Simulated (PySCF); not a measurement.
From a computed spectrum to the compound

A species of 9 atoms with charge 0 has these harmonic modes (PBE0, small Gaussian bases with core potentials, PySCF 2.14.0):

| cm⁻¹ | km/mol | symmetry |
| --- | --- | --- |
| 66 | 0.3 | b |
| 73 | 1.1 | a |
| 89 | 0.0 | a |
| 243 | 7.7 | b |
| 246 | 10.3 | a |
| 316 | 19.3 | b |
| 357 | 0.5 | a |
| 411 | 2.3 | b |
| 470 | 0.2 | a |
| 814 | 407.1 | b |
| 848 | 270.9 | a |
| 916 | 87.7 | b |
| 924 | 5.8 | a |
| 938 | 9.9 | a |
| 942 | 65.0 | b |
| 2177 | 92.7 | b |
| 2179 | 47.7 | a |
| 2196 | 35.0 | a |
| 2199 | 179.1 | b |
| 2203 | 177.0 | b |
| 2206 | 49.5 | a |

**Question.** Which species is it, and in which structure?

**Answer.** Pb(SiH3)2 (singlet):
```xyz
9

Pb    0.0000    0.0000   -0.4746
Si    1.8383    0.0495    1.5514
H     1.4726   -0.8156    2.7212
H     3.2326   -0.3155    1.1364
H     1.8832    1.4685    2.0466
Si   -1.8383   -0.0495    1.5514
H    -1.4726    0.8156    2.7212
H    -3.2326    0.3155    1.1364
H    -1.8832   -1.4685    2.0466
```
Ideal gas at 298.15 K and 1 bar: S = 377.5 J/(mol K), Cp = 110.6 J/(mol K), H − H(0 K) = 23.0 kJ/mol (rigid rotor, harmonic modes, spin degeneracy alone). 
 This is one of several that fit.
